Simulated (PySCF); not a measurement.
Unrelated species, one level of theory. Computed with TDDFT PBE0/def2-SVPD, vertical, gas phase, core orbitals frozen in the response (PySCF 2.14.0, density-fitted response routines). Geometries: GFN2-xTB; one conformer of each isolated species. Triplets are in the Tamm–Dancoff approximation. Ions are computed without counter-ions or solvent.

Question: Rank by computed HOMO–LUMO gap, highest first.
A. `C[c+]1cc1CF`
B. `O(C1=C(F)COC1=O)C`
C. `COc1nc(C#N)ns1`
D. `[SiH3]S[SiH]([SiH3])[SiH3]`

Answer: A (7.89 eV), B (6.37 eV), D (6.06 eV), C (5.80 eV).

```tsv
SMILES	gap (eV)	T1 (eV)	f (S1)	first f ≥ 0.01 (nm)	HOMO (eV)	S1 mainly
C[c+]1cc1CF	7.89	5.82	0.001	182	-14.87	H-1→L (78%)
COC1=C(F)COC1=O	6.37	3.83	0.000	216	-7.44	H-1→L (97%)
[SiH3]S[SiH]([SiH3])[SiH3]	6.06	4.44	0.001	234	-7.06	H→L (98%)
COc1nc(C#N)ns1	5.80	3.46	0.145	237	-7.93	H→L (94%)
```

H and L stand for HOMO and LUMO.
